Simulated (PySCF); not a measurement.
Molecule: `C[Si](C)(C)[Si](C)(C)Cl`, C5H15ClSi2.

Geometry:
```tsv
atom	x (Å)	y (Å)	z (Å)
C1	-1.364	1.588	-1.270
Si2	-0.981	0.132	-0.135
C3	-1.533	0.514	1.629
C4	-1.835	-1.425	-0.769
Si5	1.333	-0.234	-0.250
C6	1.924	-1.751	0.685
C7	2.371	1.262	0.201
Cl8	1.659	-0.608	-2.304
H9	-0.976	1.391	-2.282
H10	-0.900	2.516	-0.903
H11	-2.451	1.758	-1.345
H12	-1.291	-0.313	2.315
H13	-2.624	0.671	1.664
H14	-1.051	1.427	2.012
H15	-2.926	-1.281	-0.826
H16	-1.467	-1.677	-1.775
H17	-1.641	-2.286	-0.110
H18	2.996	-1.929	0.505
H19	1.775	-1.610	1.768
H20	1.369	-2.648	0.374
H21	3.440	1.066	0.019
H22	2.241	1.510	1.267
H23	2.077	2.139	-0.396
```

Geometry PBE0-D3(BJ)/def2-SVP throughout; GIAO in PySCF 2.14.0 with density-fitted response routines, gas phase, one conformer, non-relativistic; equivalent atoms averaged; basis pcSseg-1.

For orientation, LC-wPBE gives these absolute shieldings σ: C6/C7 186.7, C1/C3/C4 192.5, Si5 324.4, Si2 378.6, Cl8 985.4, H18/H19/H20/H21/H22/H23 30.97, H9/H10/H11/H12/H13/H14/H15/H16/H17 31.22 ppm.

A run gave: C6/C7 176.3, C1/C3/C4 182.0, Si5 310.6, Si2 363.6, Cl8 946.4, H18/H19/H20/H21/H22/H23 31.02, H9/H10/H11/H12/H13/H14/H15/H16/H17 31.26 ppm (absolute shieldings σ).

Which functional was used in that run?
A. KT2
B. B97-D
C. PBE0
D. B3LYP

Answers

B. Si2 tells them apart best: B97-D gives 363.6, B3LYP gives 354.7, KT2 gives 379.0, PBE0 gives 371.0 ppm.
